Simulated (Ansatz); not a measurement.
TaSi2⁺ was relaxed with B3LYP-D4 (def2-TZVP) in Ansatz in these states: charge +1 quintet, charge +1 triplet. The geometries follow in no particular order.

In the def2 sets Ta takes a core potential; there is no spin–orbit coupling.

A:

```
atom   x (Å)   y (Å)   z (Å)
 Ta1   0.780   0.672  -0.980
 Si2  -1.182   0.608   0.507
 Si3   0.401  -1.280   0.473
```

B:

Cartesian coordinates in Å:
```
Ta -0.1151 -1.3731 0.1964
Si -0.0784 0.8603 1.0366
Si 0.1935 0.5128 -1.2330
```

Question: Judge from the bond lengths which geometry belongs to which state (an estimate).

Answer: A is the charge +1 quintet (Si2–Si3 2.464 Å, Ta1–Si3 2.463 Å, Ta1–Si2 2.462 Å); B is the charge +1 triplet (Si2–Si3 2.312 Å, Ta1–Si3 2.386 Å, Ta1–Si2 2.387 Å).

At PBE0-D4/def2-TZVP a triplet lies 0.65 eV below the charge +1 quintet. These are the stationary points nearest to one start from a short search; other shapes may lie lower in each state.
